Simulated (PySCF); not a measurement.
AlCl (SMILES [Al][Cl]), singlet, at a GFN2-xTB geometry (such geometries of metal compounds can be far from the true shape). Base run: B3LYP/6-31G* (PySCF).

Geometry (Å):
```xyz
2

Al     0.0000     0.0000    -1.1541
Cl     0.0000     0.0000     0.8826
```
Charge 0, spin multiplicity 1.
All else is at PySCF's defaults.
Base energy -702.67760 Eh.

Variants of this job, named by their change:

```tsv
change	ΔE vs base (mEh)	SCF cycles	outcome
base	0.000	8	converged
diis_space = 2	0.000	10	converged
DIIS = EDIIS	-	50	not converged
diis_space = 4	0.000	8	converged
diis = off (with mf.max_cycle = 100)	-	100	not converged
init_guess = atom	0.000	8	converged
init_guess = 1e	0.000	12	converged
init_guess = sap	0.000	8	converged
diis = off; damp = 0.6 (with mf.diis_start_cycle = 200; with mf.max_cycle = 150)	0.000	16	converged
diis = off; damp = 0.3 (with mf.diis_start_cycle = 200; with mf.max_cycle = 150)	0.000	18	converged
conv_tol = 1e-4	0.008	4	converged
level_shift = 0.1 (with mf.max_cycle = 100)	0.000	9	converged
solver = newton; init_guess = 1e	0.000	-	converged
```
